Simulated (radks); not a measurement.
Results of a calculation; reference values are marked as such.
All-electron atom: Nb II in [Kr] 4d2 5s1 5p1 (not the ground configuration).

Code: a radial shooting solver on a logarithmic mesh with Libxc functionals. Model: Dirac Kohn-Sham, PBE, spin-unpolarised, spherical densities, finite nucleus; open shells fill j = l - 1/2 first; Fermi nuclear charge, rms radius 4.324 fm.

Energy parts (eV):
total: -103936.694
kinetic: 107590.172
electron-nucleus: -250462.603
Hartree: 42157.284
exchange-correlation: -3221.547

Orbitals (lengths in bohr, moments of r in powers of bohr; r(max) is where P^2 peaks):
orbital,occ.,eigenvalue (eV),<1/r>,r(max)
1s1/2,2,-18813.44,42.40,0.02349
2s1/2,2,-2643.557,9.626,0.1333
2p1/2,2,-2427.172,9.600,0.1039
2p3/2,4,-2331.400,9.164,0.1076
3s1/2,2,-453.0590,3.275,0.3957
3p1/2,2,-371.5991,3.172,0.3832
3p3/2,4,-356.0831,3.067,0.3925
3d3/2,4,-212.2946,2.872,0.3330
3d5/2,6,-209.4055,2.844,0.3357
4s1/2,2,-72.2065,1.185,1.030
4p1/2,2,-49.4832,1.068,1.101
4p3/2,4,-47.3107,1.039,1.125
4d3/2,2,-14.8050,0.7328,1.410
4d5/2,0,-14.5938,0.7260,1.421
5s1/2,1,-12.2474,0.4120,2.763
5p1/2,1,-7.9801,0.3369,3.301
5p3/2,0,-7.7607,0.3297,3.369

The highest occupied level is 5p1/2 at -7.980 eV. The configuration is held as typed, so some empty levels lie below it. The electron density at the nucleus is 8.251e+04 e/bohr^3. Summed over all electrons, <r^2> = 53.61 bohr^2, which gives a Langevin (diamagnetic) susceptibility term of -42.5 x 10^-6 cm^3/mol. The density falls to 0.001 e/bohr^3 at r = 4.79 bohr.
